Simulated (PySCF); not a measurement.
Compound: C₂H₆GeO₂.
SMILES with atom numbers: `[CH2:1]1[CH2:2][O:3][GeH2:4][O:5]1` (hydrogens: H6, H7 on C1; H8, H9 on C2; H10, H11 on Ge4)

Cartesian coordinates in Å at the PBE0-D3(BJ)/def2-SVP level; atoms count from 1:
```
atom  x, y, z in Å
C1    -0.840    0.857   -0.437
C2    -1.179   -0.521    0.143
O3    -0.155   -0.901    1.038
Ge4    1.373   -0.154    0.480
O5     0.547    0.910   -0.699
H6    -1.391    1.035   -1.375
H7    -1.128    1.650    0.280
H8    -1.270   -1.263   -0.675
H9    -2.139   -0.496    0.684
H10    2.040    0.592    1.645
H11    2.313   -1.114   -0.263
```

Computed with PySCF at CAM-B3LYP/def2-SVPD, non-relativistic, on one gas-phase PBE0-D3(BJ)/def2-SVP geometry that isn't relaxed in the solvent. The solvent is an IEF-PCM continuum (van der Waals radii × 1.2). Only the electrostatic response of the medium enters. Spin–orbit coupling is left out although an atom past zinc is present.

Gas phase at CAM-B3LYP/def2-SVPD: HOMO -9.26 eV, LUMO 0.77 eV, dipole 0.05 D.

Q: What does the continuum do to the energy, the frontier levels and the dipole at CAM-B3LYP/def2-SVPD in dichloromethane and water?

A: 
```csv
solvent,ε,E(solvent) − E(gas) (kcal/mol),polarisation term (kcal/mol),distortion of the solute (kcal/mol),HOMO (eV),LUMO (eV),dipole (D)
dichloromethane,8.93,-4.01,-4.46,0.45,-9.26,0.89,0.00
water,78.36,-4.77,-5.42,0.65,-9.27,0.90,0.01
```

The first energy column is the sum of the next two and covers electrostatics alone. From dichloromethane to water the lowering changes by a factor 1.19, Onsager's factor (ε − 1)/(2ε + 1) by 1.17 and ε itself by 8.8. Charge and dipole vanish, so a point-dipole model would give no lowering at all.

Q: How does the static polarisability (CAM-B3LYP/def2-SVPD, frozen core, with the continuum's full static response) change?

A: 
```tsv
medium	isotropic (au)	principal values (au)	⟨r²⟩ of the electrons (bohr²)
gas	57.6	51.6, 53.9, 67.4	548.2
dichloromethane	72.5	65.1, 69.8, 82.4	547.6
water	75.7	68.1, 73.9, 85.2	547.5
```

The isotropic value in water is 1.31 times the gas-phase one; no cavity-field correction is applied. ⟨r²⟩ is taken about the centre of nuclear charge.
